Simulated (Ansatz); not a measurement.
Start from `C/C=C\[S][AlH2]` and change one atom or group to get `C/C=[CH]\[GaH][SH]`.

Ansatz, PBE0-D4/def2-TZVP geometries, multiplicity 1. Each molecule was computed in one conformer, which needn't be the lowest.

Scalar relativity is left out up to krypton.

| property | `C/C=C\[S][AlH2]` |
| --- | --- |
| LUMO energy (PBE0/def2-TZVPP) / eV | -1.17 |
| HOMO–LUMO gap (PBE0/def2-TZVPP) / eV | 5.69 |
| HOMO–LUMO gap (B3LYP/def2-TZVPP) / eV | 5.26 |
| HOMO energy (PBE0/def2-TZVPP) / eV | -6.86 |
| LUMO energy (B3LYP/def2-TZVPP) / eV | -1.34 |
| HOMO–LUMO gap (ωB97M-V/def2-TZVPP) / eV | 9.80 |

(1) Give the same properties after the change, and the shifts. (An estimate is asked.)

Results:

(1) Ansatz gave: 
```json
{"property": "LUMO energy (PBE0/def2-TZVPP) / eV", "`C/C=[CH]\\[GaH][SH]`": "-1.43", "shift": "-0.26"}
{"property": "HOMO–LUMO gap (PBE0/def2-TZVPP) / eV", "`C/C=[CH]\\[GaH][SH]`": "5.97", "shift": "0.28"}
{"property": "HOMO–LUMO gap (B3LYP/def2-TZVPP) / eV", "`C/C=[CH]\\[GaH][SH]`": "5.50", "shift": "0.24"}
{"property": "HOMO energy (PBE0/def2-TZVPP) / eV", "`C/C=[CH]\\[GaH][SH]`": "-7.40", "shift": "-0.54"}
{"property": "LUMO energy (B3LYP/def2-TZVPP) / eV", "`C/C=[CH]\\[GaH][SH]`": "-1.66", "shift": "-0.32"}
{"property": "HOMO–LUMO gap (ωB97M-V/def2-TZVPP) / eV", "`C/C=[CH]\\[GaH][SH]`": "9.90", "shift": "0.10"}
```

With PBE0 the HOMO falls by 0.54 eV and the LUMO falls by 0.26 eV, so the gap widens by about 0.28 eV. PBE moves the HOMO by -0.58 eV and ωB97M-V by -0.54 eV.

B3LYP here is the variant with VWN-RPA as its local correlation; programs differ in this.
